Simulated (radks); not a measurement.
Task: These are the eigenvalues of the occupied orbitals of an atom or ion with whole-number occupations (Ry). Calculated with a radial shooting solver on a logarithmic mesh with Libxc functionals: scalar-relativistic Kohn-Sham, exchange-only LDA, spin-polarised, spherical densities, point nucleus.

1s up: -133.2902
1s down: -133.2746
2s up: -12.72484
2s down: -12.70033
2p up: -9.55986
2p down: -9.53383
3s up: -2.91627

Which element is it, and in what charge state? The configuration may be excited. Open shells, if any, are filled with parallel spins first.

Result: Z = 14, silicon, charge +3: Si3+ in [Ne] 3s1. The list shows which subshells hold electrons but not how many an open one holds; the 1s level, -66.645 hartree, gives Z - s = 11.5 by -(Z - s)^2/2, which with screening and relativity narrows Z to a few neighbours, and the depths of the outer levels then fix element, charge and occupations together.
